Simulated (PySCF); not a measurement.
Os+: excitation energy

Os+ [Xe] 4f14 5d6 6s1 (6D) → Os+ [Xe] 4f14 5d7 (4F), as a difference of total energies. All numbers are calculated (PySCF 2.14, scalar relativity by spin-free X2C-1e, in ANO-RCC-VTZP). Correlated levels: valence: [Xe] 4f14 frozen. The calculations carry no spin-orbit coupling.

| method | excitation energy (eV) |
| --- | --- |
| UHF | 1.783 |
| LDA | 1.233 |
| PBE | 1.294 |
| PBE0 | 1.262 |
| r2SCAN | 1.516 |
| MP2 (valence) | 1.233 |
| SCS-MP2 (valence) | 0.769 |

Question: How much does correlation contribute at MP2 (valence)?

Answer: 1.233 − (1.783) = -0.550 eV, measured against UHF.

A first-order spin-orbit estimate (lowest level to lowest level, LS coupling) adds -0.184 eV.
